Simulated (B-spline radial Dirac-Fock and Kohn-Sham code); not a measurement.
# Binding energies of Au⁶²⁺

System: gold as Au⁶²⁺, [Ne] 3s2 3p5; nuclear rms radius 5.4371 fm (A = 197).

Input file task.json (cfg lists n, l and occupation; rrms is the nuclear radius in fm):

```json
{"items": [{
  "Z": 79,
  "q": 62,
  "cfg": [[1, 0, 2], [2, 0, 2], [2, 1, 6], [3, 0, 2], [3, 1, 5]],
  "A": 197,
  "rrms": 5.4371,
  "do": ["binding"]
}]}
```

Run with: `python xray_run.py task.json out`

Level of theory: Dirac-Fock (average of configuration) total-energy differences with a finite nucleus, the Breit interaction including its frequency dependence, and self-energy and vacuum-polarisation corrections; a radial atomic solver. Correlation energy is missing from these numbers. Energies are counted from the vacuum level. Subshells whose hole state is unreliable or did not converge are left out.

All terms are in eV, carry their sign (relaxation lowers the binding energy) and add up to the binding energy; ⟨r⟩ is the mean radius of the orbital in the initial state.

| subshell | −ε (Koopmans) | relaxation | Breit | self-energy | vacuum polarisation | binding energy | ⟨r⟩ (bohr) |
| --- | --- | --- | --- | --- | --- | --- | --- |
| K (1s) | 86195.0 | -34.98 | -286.39 | -189.09 | 38.62 | 85723.1 | 0.017 |
| L1 (2s) | 19241.7 | -7.62 | -33.33 | -28.85 | 5.54 | 19177.4 | 0.070 |
| L2 (2p1/2) | 18661.9 | -10.27 | -53.09 | -0.93 | 0.35 | 18598.0 | 0.057 |
| M1 (3s) | 7582.4 | -0.93 | -7.90 | -7.74 | 1.45 | 7567.3 | 0.171 |
| M2,3 (3p) | 7030.9 | -1.02 | -9.13 | -0.74 | 0.01 | 7020.0 | 0.173 |

For the deepest level, K (1s), the Breit terms make up -0.334 % of the binding energy, QED -0.176 % and orbital relaxation -0.041 %.

Going to the tabulated ground configuration of the next ion removes an electron from M2,3 (3p), computed at 7020.0 eV. NIST lists 6854 ± 15 eV as the ionisation energy of this species (theoretical), -166.03 eV from the computed value. Where a p, d or f shell is open in either ion the computed value averages over both j values and all terms, while the table refers to the lowest levels; that difference holds spin-orbit splitting (largest in heavy or highly charged ions), term energies where several electrons share open shells, and correlation, and it can reach 10 % or more.
